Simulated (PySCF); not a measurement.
PySCF 2.14 output of an unrestricted M06-2X calculation on a single atom or ion in cc-pVDZ-PP with ECP28MDF (4s4p3d1f, 38 functions), with a scalar-relativistic core potential:

```
SCF conv_tol = 1e-09
number electrons alpha = 10  beta = 4
    Y. Zhao and D. G. Truhlar.,  Theor. Chem. Acc. 120, 215 (2008)
    Y. Zhao and D. G. Truhlar.,  Theor. Chem. Acc. 120, 215 (2008)
cycle= 1 E= -67.7596392462538  delta_E= -0.00348  |g|= 0.0241  |ddm|= 0.37
cycle= 2 E= -67.7599780490616  delta_E= -0.000339  |g|= 0.0155  |ddm|= 0.16
cycle= 3 E= -67.7600996237695  delta_E= -0.000122  |g|= 0.00268  |ddm|= 0.0458
cycle= 4 E= -67.7601127321747  delta_E= -1.31e-05  |g|= 0.000243  |ddm|= 0.0202
cycle= 5 E= -67.7601128145723  delta_E= -8.24e-08  |g|= 1.4e-05  |ddm|= 0.00128
cycle= 6 E= -67.7601128147116  delta_E= -1.39e-10  |g|= 1.25e-06  |ddm|= 8.93e-05
converged SCF energy = -67.7601128147116  <S^2> = 12.000451  2S+1 = 7.0001289
```

The run itself started from symmetry-adapted Hartree-Fock orbitals and held the occupation by maximum overlap, on a logarithmic radial grid, so the iterations belong to that start.

Problem. Which element, charge and spin multiplicity is this?

Solution. Mo (molybdenum, neutral), multiplicity 7; the state was [Kr] 4d5 5s1, high-spin 7S determinant.

Energies and moments cover only the electrons outside the core potential.
